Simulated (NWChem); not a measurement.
System: HgI cation; SMILES [I][Hg+]

```xyz
2

Hg     0.0000     0.0000    -1.0416
I      0.0000     0.0000     1.5583
```
Atoms are numbered in this order, from 1.

Program: NWChem. Coordinates come from a PBE0/def2-SVP optimisation. def2 effective core potentials on I, Hg; no spin-orbit coupling. Vertical excitations in the gas phase; the lowest state need not have the same character in each row.

**Question.** Among these, which level gives the highest value of “lowest excitation, singlet (eV)”?
A) BHandHLYP/def2-SVPD, TDA
B) Hartree-Fock/def2-SVPD, CIS
C) B3LYP/def2-SVPD, TDA

**Answer.** B, Hartree-Fock/def2-SVPD, CIS. Values: B3LYP/def2-SVPD, TDA 1.13; BHandHLYP/def2-SVPD, TDA 1.43; Hartree-Fock/def2-SVPD, CIS 2.13
